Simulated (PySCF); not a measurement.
Spin states of AsPb

Unrestricted PBE0; As cc-pVDZ-PP with ECP10, Pb cc-pVDZ-PP with ECP60; scalar-relativistic core potentials (PySCF 2.14). Outer shells of the fragments: As 3d10 4s2 4p3; Pb 5d10 6s2 6p2.

Followed along the bond (rough minima from three points):

| 2Ms+1 | unpaired | ⟨S²⟩ at the start | R at minimum (Å) | Te (eV) |
| --- | --- | --- | --- | --- |
| 2 | π ↑ | 0.81 | 2.54 | 0.00 |
| 2 | σ ↑ | 0.93 | 2.42 | 0.41 |
| 4 | π ↑↑↑ | 3.76 | none in the scan | ≤ 0.94 |
| 2 | π ↑↑↓ | 1.76 | none in the scan | ≤ 1.31 |
| 4 | σ ↑, π ↑↑ | 3.76 | none in the scan | ≤ 1.60 |

Solutions found at the starting distance of 2.570 Å, counted from the lowest of them; the search is not exhaustive and high or unbound solutions are not listed, so other states can lie among these:

```tsv
2Ms+1	unpaired	term	E (eV)	⟨S²⟩	⟨Lz²⟩	μ (D)
2	π ↑	²Π	0.00	0.81	1.01	2.53
2	σ ↑	²Σ⁺	0.56	0.93	0.00	2.73
4	π ↑↑↑	⁴Π	1.18	3.76	1.00	0.83
2	π ↑↑↓	mixed	1.55	1.76	3.01	0.83
4	σ ↑, π ↑↑	mixed	1.61	3.76	2.01	1.46
4	σ ↑, π ↑↑	mixed	2.01	3.76	2.00	1.86
2	σ ↓, π ↑↑	mixed	2.04	1.76	2.01	1.49
2	σ ↓, π ↑↑	mixed	2.44	1.76	2.00	1.90
2	π ↑	mixed	2.75	0.75	3.01	0.72
6	σ ↑, π ↑↑↑↑	⁶Σ⁺	2.84	8.75	0.00	-2.07
```

A term symbol is given only where ⟨S²⟩ and ⟨Lz²⟩ are close to those of a pure state; real π, δ and φ orbitals otherwise mix terms. A positive dipole means As(−)Pb(+).

Q: Compare the gap between the two lowest followed solutions at the starting distance with the gap between their minima.

A: At PBE0 the second solution (doublet, unpaired electrons σ ↑) lies +0.56 eV from the first (doublet, unpaired electrons π ↑) at 2.570 Å and +0.41 eV at the minima; the two curves relax by different amounts, since their minima lie near 2.42 and 2.54 Å.

These are scalar-relativistic numbers at best; spin–orbit coupling would shift them, the dissociation energy most. Counting both spins, an empty level lies below a filled one in some of these solutions, because spin and occupation are held.
